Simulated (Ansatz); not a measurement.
Species: sum formula HSiO$_{2}$F$_{2}$ (charge 0, doublet). It need not be the lowest isomer of its formula. 
Structure (B3LYP-D3(BJ)/def2-TZVP (Ansatz, a quantum-chemistry and plane-wave program) minimum search):
SMILES: F[Si]([O])(F)O
```xyz
6

O     -0.7040    -0.2419    -1.4920
Si    -0.0261    -0.0072    -0.0057
O      1.5520    -0.3143    -0.1644
F     -0.5883    -0.9808     1.0955
F     -0.3570     1.4626     0.4704
H      2.0877     0.2147    -0.7623
```
Charge 0, spin multiplicity 2.

Total electronic energies in hartree. Correlated levels leave the core frozen unless marked. Open shells are spin-unrestricted. No spin-orbit coupling. Non-relativistic. CBS(X,Y): correlation extrapolated as X^-3; Hartree-Fock from the larger set (for Q and 5 zeta extrapolated as (X+1)exp(-9√X)).

| level | program | energy (Eh) |
|---|---|---|
| HF/cc-pV(Q+d)Z | Ansatz | -638.51437 |
| PBE-D4/def2-TZVPD | Ansatz + dftd4 | -640.06384 |
| CAM-B3LYP-D3(BJ)/def2-TZVPD | Ansatz + dftd3 | -640.48451 |
| B2GP-PLYP-D4/def2-TZVPD | Ansatz + dftd4 | -640.15297 |
| PBE-QIDH/def2-TZVPD | Ansatz | -639.96294 |
| MP2/6-31G | Ansatz | -638.56486 |
| MP2/cc-pVTZ | Ansatz | -639.49960 |
| MP2/cc-pwCVTZ | Ansatz | -639.54092 |
| SCS-MP2/STO-3G | Ansatz | -630.10418 |
| SCS-MP2/cc-pV(D+d)Z | Ansatz | -639.06765 |
| CCSD/STO-3G | Ansatz | -630.12238 |
| CCSD/6-31G* | Ansatz | -639.03495 |
| CCSD/cc-pV(T+d)Z | Ansatz | -639.52372 |
| CCSD(T)/6-31G | Ansatz | -638.57941 |
| CCSD(T)/CBS(cc-pV(Q+d)Z,cc-pV(5+d)Z) | Ansatz | -639.7641 |

Totals of different functionals don't rank their quality; only differences between species are comparable.
